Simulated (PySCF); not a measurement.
Bonds (- single, = double, # triple, : aromatic): Si1-O2, O2-Si3, Si3-C4, C4:C5, C5:C6, C6:C7, C7:C8, C8:C9, C9:C4. Si1 carries H10, H11, H12; Si3 carries H13, H14; C5 carries H15; C6 carries H16; C7 carries H17; C8 carries H18; C9 carries H19.

Theory: σ from GIAO-PBE0/pcSseg-1, coordinates at the GFN2-xTB level, in PySCF 2.14.0 with density-fitted response routines (non-relativistic, in vacuum, a single conformation, averaged over atoms made equivalent by symmetry, fast rotation or ring inversion).

Scale: TMS for $^{13}$C (σref 186.93) and $^{1}$H (σref 31.72) and $^{29}$Si (σref 349.16); $^{17}$O (σref 336.08) vs H2O (reference shieldings calculated alike).

```
      atoms    nucleus  count  δ (ppm)
        Si3  $^{29}$Si      1    -35.7
         C7   $^{13}$C      1        ?
         O2   $^{17}$O      1        ?
         C4   $^{13}$C      1    140.4
      C5/C9   $^{13}$C      2    138.2
        H17    $^{1}$H      1        ?
    H15/H19    $^{1}$H      2     7.79
    H16/H18    $^{1}$H      2     7.72
        Si1  $^{29}$Si      1        ?
      C6/C8   $^{13}$C      2    133.2
H10/H11/H12    $^{1}$H      3     5.40
    H13/H14    $^{1}$H      2     5.64
```

Estimate the values marked ?.

Answers


- C7: 135.5 ppm, aromatic CH; the aromatic region
- H17: 7.70 ppm, hydrogen on an aromatic CH; ring-current deshielding
- Si1: -42.3 ppm, silicon bonded to O, 3 H
- O2: 2.3 ppm, oxygen bonded to 2 Si

Shifts are as computed. Against solution values, carbons near 30 ppm lie about +3 ppm off and those near 130 ppm about +5 ppm. Of 1211 compounds with measured shifts, 218 miss one by over three times the rms of a fit or turn the order of signals round; such compounds aren't used in these exercises. Experimental scales use liquid or dissolved standards, which lie at an offset from isolated H2O (liquid H2O: subtract about 36 ppm).
